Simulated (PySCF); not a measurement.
**Vibration and rotation of Sb₂**

RHF-CCSD(T) constants of Sb₂, ¹Σg⁺ (singlet), closed shell (Sb def2-TZVPPD with ECP28; scalar-relativistic core potentials (PySCF 2.14); masses 120.9038 and 120.9038 u):

```
ωe              : 272.6 cm⁻¹
ωexe            : 0.522 cm⁻¹
Be              : 0.044613 cm⁻¹
αe              : 0.000105 cm⁻¹
D (centrifugal) : 4.78e-09 cm⁻¹
De to Sb + Sb   : 2.69 eV
```

**Question.** Estimate the standard entropy (1 bar) and heat capacity of the ideal gas at 1000 K, rigid rotor with B0 and harmonic oscillator at the fundamental.

**Answer.** Translation (Sackur–Tetrode, M = 241.81 u): 202.5 J/(mol K). Rotation: q = kT/(σB0) = 7800 with σ = 2, 82.8. Vibration: x = hcν0/kT = 0.391, 16.18. S° = 301.5 J/(mol K); Cp = 7R/2 + 8.21 = 37.3 J/(mol K).

Correlated steps freeze 8 core orbitals. Spin–orbit coupling is left out, which matters for elements this heavy, above all for dissociation energies. Where the molecule has an RHF reference, its open-shell atoms are computed with UHF.
